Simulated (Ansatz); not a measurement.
This Ansatz (a first-principles code) input (PBE/def2-QZVPP) gives -54.53525 Eh with 57 basis functions. A basis named .json is the Basis Set Exchange file of that set (core-valence sets with the plain set on hydrogen).

Ansatz 0.2 input:
```yaml
crystal:
  periodic: [false, false, false]
  atoms:
    - {symbol: N, position_ang: [0.00000000, 0.00000000, 0.00000000]}
basis:
  gaussian:
    orbitals: def2-QZVPP.json
hamiltonian:
  xc: {name: PBE}
magnetization: {spin_polarized: true, initial_magnetization: 3}
scf: {lower_state_search: full}
```

Change:
```diff
- orbitals: def2-QZVPP.json
+ orbitals: 6-311++G_3df_3pd_.json
```

Problem. What does the run give now?

Solution. -54.52897 Eh (PBE/6-311++G(3df,3pd), 39 functions), a change of +6.28 mEh.
